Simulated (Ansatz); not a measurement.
`C[O][Nb]([OH])([OH])([O]C)[N](C)C`, relaxed with RKS PBE0-D4/def2-TZVP in Ansatz 0.2.0 from a PBE-D4/def2-SVP geometry. The force threshold is 0.005 eV/Å; the program also tests the step.

Total charge 0; spin multiplicity 1. Nb: def2 effective core potential.

Start:

```xyz
24

C     1.965   -0.178    2.475
O     1.014    0.204    1.529
Nb   -0.152   -0.476    0.161
O     0.828   -2.128    0.477
O    -1.297   -1.813   -0.772
O    -1.727    0.397    0.820
C    -2.915    0.100    1.494
N     0.439    0.546   -1.424
C     0.618    1.982   -1.327
C     0.910   -0.048   -2.660
H     2.193   -1.264    2.372
H     1.600    0.015    3.509
H     2.908    0.397    2.333
H     0.379   -2.884    0.048
H    -2.099   -1.428   -1.176
H    -3.637    0.939    1.383
H    -2.737   -0.055    2.583
H    -3.392   -0.826    1.090
H     0.094    2.510   -2.159
H     0.204    2.367   -0.373
H     1.696    2.271   -1.365
H     0.663   -1.127   -2.690
H     2.015    0.060   -2.783
H     0.428    0.436   -3.543
```

Task: How much energy does the relaxation release, and in how many steps? (Estimate.)

Result: Computed: 0.12 eV, in 30 steps.

Task: Which bonds change most? (An estimate is asked.)

Result: The calculation gave: Nb3–N8 from 1.976 to 1.949 Å; O2–Nb3 from 1.921 to 1.897 Å; C1–H11 from 1.115 to 1.096 Å; C7–H17 from 1.114 to 1.096 Å.

Task: Give the relaxed structure. (Best estimate.)

Result: Ansatz gave: 
```xyz
24

C     1.941   -0.336    2.514
O     1.008    0.122    1.590
Nb   -0.084   -0.494    0.167
O     1.039   -2.065    0.204
O    -1.310   -1.880   -0.530
O    -1.630    0.415    0.793
C    -2.878    0.266    1.381
N     0.459    0.548   -1.388
C     0.494    1.989   -1.345
C     0.937   -0.025   -2.621
H     2.274   -1.345    2.246
H     1.508   -0.357    3.521
H     2.808    0.334    2.527
H     0.611   -2.868   -0.105
H    -2.207   -1.597   -0.722
H    -3.558    1.044    1.017
H    -2.806    0.354    2.471
H    -3.315   -0.714    1.148
H    -0.124    2.421   -2.143
H     0.113    2.358   -0.391
H     1.520    2.364   -1.466
H     0.880   -1.113   -2.588
H     1.983    0.255   -2.809
H     0.336    0.322   -3.472
```
